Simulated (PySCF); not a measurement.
Job for PySCF: R-BP86/6-31G* on BH3O2Se (SMILES OB(O)[SeH]), a point of a torsion scan.

```python
from pyscf import gto, scf, dft, mp
from pyscf.data.elements import chemcore

mol = gto.M(
    atom='''
    O    -0.94344102   -1.07052237   -0.20749579
    B     0.00330313   -0.20250207    0.15864904
    O    -0.09103804    1.12836633    0.26219914
    Se    1.72241694   -0.98783939    0.73460603
    H    -1.79832112   -0.77011830   -0.51800781
    H    -0.90399114    1.58162080    0.03568073
    H     1.70684043   -0.42665967    2.05399633
    ''',
    basis='6-31g*',
    cart=True,
    charge=0, spin=0, verbose=3, max_memory=1800)
mf = dft.RKS(mol, xc='b88,p86')
mf.conv_tol = 1e-8
mf.max_cycle = 100
mf.kernel()
if not mf.converged:
    mf = mf.newton().run(mf.mo_coeff, mf.mo_occ)
```

Question: Predict the final total energy.

Answer: -2578.7322 hartree.
